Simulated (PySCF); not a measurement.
Gas-phase reaction: Sn(OH)2 + H2O2 → SnH4 + 4 O

Computed with PySCF (xtb for GFN2) and rigid-rotor harmonic-oscillator thermochemistry at 1 bar. S°(298 K) at PBE0/def2-TZVP differs from the NASA 1993 table for H2O2 (-8 J/mol/K); whether the harmonic model or the table's entry is off was not settled. † marks an energy on the PBE0/def2-TZVP geometry and frequencies; other levels use their own. MP2 freezes the core. Open shells (unrestricted): O (multiplicity 3, electronic degeneracy 9); the rest are closed-shell singlets. GFN2 has no spin-polarisation term. Spin-orbit splitting is ignored; it lowers the true energy and changes the entropy of O. Sn: scalar-relativistic def2 core potential, no spin-orbit coupling. No R ln 2 is added for the mirror-image form of H2O2. Sn(OH)2: computed as isolated molecules; such fragments, hydroxides, amides, oligomers or adducts are transient or little studied in the gas. MP2 isn't extrapolated to the basis-set limit; its ΔH°(298 K) is 1546.0 kJ in def2-SVP and 1725.2 kJ in def2-TZVPP. The harmonic model lacks anharmonicity and excited electronic states, which grow with temperature; levels with a mode under 35 cm⁻¹ are left out. Internal rotation in Sn(OH)2, H2O2 is treated as a harmonic vibration of one conformer, which makes the entropy rough. Warning, point group unlike the PBE0 one: H2O2 (GFN2-xTB).

```
level              ΔE electronic, kJ  ΔH°(298 K), kJ  ΔS°(298 K), J/K  ΔG°(1200 K), kJ
-----------------  -----------------  --------------  ---------------  ---------------
GFN2-xTB                        3159            3109              339             2692
HF/def2-TZVP†                    783             724              354              285
M06-2X/def2-TZVP†               1738            1679              354             1240
MP2/def2-SVP†                   1605            1546              354             1107
MP2/def2-TZVPP†                 1784            1725              354             1286
PBE/def2-SVP                    1814            1758              351             1323
PBE/def2-TZVP†                  1842            1783              354             1344
PBE0/def2-QZVP†                 1699            1640              354             1201
PBE0/def2-SVP†                  1636            1577              354             1138
r2SCAN/def2-TZVP†               1710            1651              354             1212
```
ΔH° is lowest at HF/def2-TZVP† and highest at GFN2-xTB. No reference value is set beside these.
